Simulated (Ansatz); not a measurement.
Basis-set series for C3H5IO (`C/C(I)=C/O`). The species carries charge 0 and has multiplicity 1. I: def2 effective core potential. The geometry is a stationary point of PBE0-D4/def2-TZVP. It is one conformer, not always the lowest.

| functional | basis | functions | energy (Eh) | HOMO (eV) | LUMO (eV) |
| --- | --- | --- | --- | --- | --- |
| PBE0-D4 | def2-SVP | 107 | -489.88768 | -6.40 | -0.53 |
| PBE0-D4 | def2-TZVPP | 244 | -490.11754 | -6.49 | -0.71 |
| ωB97M-V | def2-SVP | 107 | -489.98306 | -8.51 | 1.57 |
| ωB97M-V | def2-TZVPP | 244 | -490.22233 | -8.63 | 1.25 |

Task: Give the rows for def2-QZVPP. (An estimate is asked.)

Result: The calculation gave: 
```csv
functional,basis,functions,energy (Eh),HOMO (eV),LUMO (eV)
PBE0-D4,def2-QZVPP,460,-490.12954,-6.52,-0.79
ωB97M-V,def2-QZVPP,460,-490.23401,-8.65,1.06
```

Positive LUMOs are unbound and depend on the basis.

All numbers were calculated with Ansatz.
